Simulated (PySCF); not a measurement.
Te(F)(SiH3) (FH3SiTe), SMILES F[Te][SiH3]. Atoms are numbered in the order given.

```xyz
6

Te     0.3237    -0.5123     0.0000
F     -1.6031    -0.9206     0.0000
Si    -0.1316     1.9716     0.0000
H     -0.8911     2.3586     1.2187
H     -0.8911     2.3586    -1.2187
H      1.2198     2.6035     0.0000
```
Charge 0, spin multiplicity 1.

Coordinates come from a B3LYP-D3(BJ)/def2-SVP optimisation. The def2 effective core potentials stand for the cores of Te; spin–orbit coupling is left out.

Method: TDDFT-ωB97X/def2-SVPD run with PySCF 2.14.0.

Vertical excitations.  State labels are in the subgroup Cs.

Question: List the lowest excited states. (The exact figures need the calculation; the answer reports its results.)

Answer: 
```tsv
state	symmetry	energy (eV)	λ (nm)	f	main pairs
S1	A"	2.29	541	0.000	HOMO→LUMO 99 %
S2	A'	4.50	275	0.005	HOMO−1→LUMO 97 %
S3	A"	4.85	256	0.009	HOMO→LUMO+1 92 %
S4	A"	6.29	197	0.119	HOMO→LUMO+2 88 %
S5	A'	6.64	187	0.003	HOMO→LUMO+6 71 %, HOMO−1→LUMO+1 22 %
S6	A"	6.94	179	0.001	HOMO→LUMO+7 55 %, HOMO→LUMO+5 28 %
S7	A"	7.20	172	0.011	HOMO→LUMO+3 62 %, HOMO−4→LUMO 12 %
S8	A'	7.24	171	0.237	HOMO→LUMO+4 67 %, HOMO−1→LUMO+1 11 %
S9	A"	7.26	171	0.038	HOMO−4→LUMO 61 %, HOMO→LUMO+3 16 %, HOMO−2→LUMO 15 %
S10	A'	7.35	169	0.002	HOMO−5→LUMO 34 %, HOMO→LUMO+4 25 %, HOMO−3→LUMO 24 %, HOMO−1→LUMO+1 11 %
T1	A"	1.63	760	0	HOMO→LUMO 96 %
T2	A'	3.80	326	0	HOMO−1→LUMO 96 %
T3	A"	4.37	284	0	HOMO→LUMO+1 86 %
T4	A'	6.00	207	0	HOMO−1→LUMO+1 78 %
```
Triplets are in the Tamm–Dancoff approximation, which puts them higher than full response would, so one can lie above its singlet here.
